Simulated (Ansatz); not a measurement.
Job for Ansatz (a program for electronic structure): U-PBE/def2-TZVPP on AuO, 2S+1 = 2, a spin state set in the input, which need not be the lowest, a point of a bond scan (R = 1.892 Å). Elements past Kr take the def2 small-core potentials; no spin–orbit coupling.

Ansatz 0.2 input:
```yaml
crystal:
  periodic: [false, false, false]
  atoms:
    - {symbol: Au, position_ang: [0.00000000, 0.00000000, 0.00000000]}
    - {symbol: O, position_ang: [0.00000000, 0.00000000, 1.89159200]}
basis:
  gaussian:
    orbitals: def2-TZVPP
    pivot_positions_ang: [[0.00000000, 0.00000000, 0.00000000], [0.00000000, 0.00000000, 1.89159200]]
hamiltonian:
  xc: {name: PBE}
magnetization: {spin_polarized: true, initial_magnetization: 1}
output: {forces: true, orbitals: {seedname: ./end}}
```

**Question.** Predict the final total energy.

**Answer.** -210.8551 hartree.

**Question.** How many basis functions does it have, and what does it roughly cost on one machine?

**Answer.** 87 functions; around 11 core-seconds (rough).
